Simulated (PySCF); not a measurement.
[VF6]2-: what the settings change

The complex [VF6]2- (charge -2) contains V(IV), shell d1. The structure is a PBE0-D3(BJ)/def2-SVP, IEF-PCM water geometry optimised for multiplicity 2; coordination octahedral, point group Oh, metal–donor distances 1.83 Å.

```
7

V     0.0000    0.0000    0.0000
F     0.0000    1.8274    0.0000
F     0.0000   -1.8274    0.0000
F     0.0000    0.0000    1.8274
F     0.0000    0.0000   -1.8274
F     1.8274    0.0000    0.0000
F    -1.8274    0.0000    0.0000
```

Method (PySCF 2.14, density fitting): CASSCF(1,5) with orbitals averaged over all microstates of the shell, strongly contracted NEVPT2 on the averaged canonical orbitals; basis x2c-TZVPall on the metal, x2c-SVPall elsewhere; spin-free X2C; IEF-PCM water; spin-orbit coupling by state interaction with the mean-field operator over all roots.

Base run: NEVPT2 ground state 2T2g, next 2Eg at 24895, 10Dq(NEVPT2) 24895, ζ 206 cm⁻¹, μeff(300 K) 1.71 μB.

Problem. What happens with the basis x2c-TZVPall on all atoms?

Solution. NEVPT2 ground state 2T2g, next 2Eg at 24238, 10Dq(NEVPT2) 24238, ζ 206 cm⁻¹, μeff(300 K) 1.71 μB. It took 20 s against 9 s on a shared host of the same kind.

Charge-transfer states lie outside this active space and may come lower than some of these levels. The ground state is orbitally degenerate in this regular structure, which would distort (Jahn–Teller), so its moment is that of the undistorted model. NEVPT2 lifts 2Eg from 21990 to 24895 cm⁻¹; on the d shell alone it tends to overshoot states that fill the eg-type orbitals. NEVPT2 on the d shell alone tends to put d–d bands too high for such charged or covalently bound ions.
